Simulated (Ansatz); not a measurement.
Reaction (cleavage of the Ge–Ge bond): `[OH][GeH2][GeH3]` + `NC=O` → `O=C[NH][GeH3]` + `[OH][GeH3]`

Program: Ansatz. Geometries: PBE0-D4/def2-TZVP. ΔE: electronic, gas phase. CCSD(T)/CBS adds triple-zeta CCSD(T) − MP2 to the extrapolated MP2 energy (def2 sets, frozen cores). This one scheme is used for every species. DFT in def2-TZVPP. For Ge outer-core shells are correlated without core-valence functions, which leaves a few kJ/mol of doubt a bond. Scalar relativity is left out up to krypton. Each species was taken in one conformer, which may not be the lowest.

| level | ΔE (kJ/mol) |
| --- | --- |
| CAM-B3LYP-D4 | 12.9 |
| ωB97X-V | 11.2 |
| BHLYP | 13.5 |
| HF/def2-TZVPP | 1.3 |

Problem. What does CCSD(T)/CBS give? (Best estimate.)

Solution. The calculation gave: +11.4 kJ/mol. The listed levels differ from it by 1.5, -0.2, 2.1, -10.1 kJ/mol.

Largest T1 diagnostic among the species: 0.016.

At CCSD(T), def2-SVP lies −11.0 kJ/mol from the extrapolated value and def2-TZVPP −3.7 kJ/mol. Leaving LDA and LC-ωPBE aside and taking each functional with its dispersion term where it has one, the values, not all of them listed here, spread over 19.4 kJ/mol, from B97M-V to PBE-D4. LDA lies −3.3 kJ/mol from PBE without D4. In def2-TZVPP, CCSD(T) changes the Hartree–Fock value by +6.4 kJ/mol (the triples alone add −0.5 kJ/mol) and MP2 by +4.5 kJ/mol.
